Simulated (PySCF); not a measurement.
## Nuclear repulsion and electron count by hand

System: ammonia (H₃N), singlet, at a GFN2-xTB geometry. Level: MP2/aug-cc-pVDZ (PySCF). Sums are taken with unrounded values, so a last digit can differ.

Coordinates (Å):

```
atom         x         y         z
----  --------  --------  --------
N1    -0.00089   0.00220   0.11002
H2     0.01588   0.93847  -0.27549
H3     0.81249  -0.48876  -0.24050
H4    -0.82215  -0.46512  -0.25418
```

**Question.** Work out the nuclear repulsion energy and the numbers of alpha and beta electrons.

**Answer.** In atomic units each pair adds Z_i Z_j / r_ij, with r in bohr (1 bohr = 0.529177 Å).
| pair | r (Å) | r (bohr) | Z_i Z_j | term (Eh) |
|---|---|---|---|---|
| N1-H2 | 1.0127 | 1.9137 | 7 | 3.6579 |
| N1-H3 | 1.0127 | 1.9137 | 7 | 3.6579 |
| N1-H4 | 1.0127 | 1.9137 | 7 | 3.6579 |
| H2-H3 | 1.6349 | 3.0894 | 1 | 0.3237 |
| H2-H4 | 1.6349 | 3.0894 | 1 | 0.3237 |
| H3-H4 | 1.6349 | 3.0894 | 1 | 0.3237 |
The sum is 11.9448 Eh; PySCF gives 11.9448 Eh. The atomic numbers add up to 10, so at charge +0 there are 10 electrons; multiplicity 1 means 0 unpaired, so 5 alpha and 5 beta.
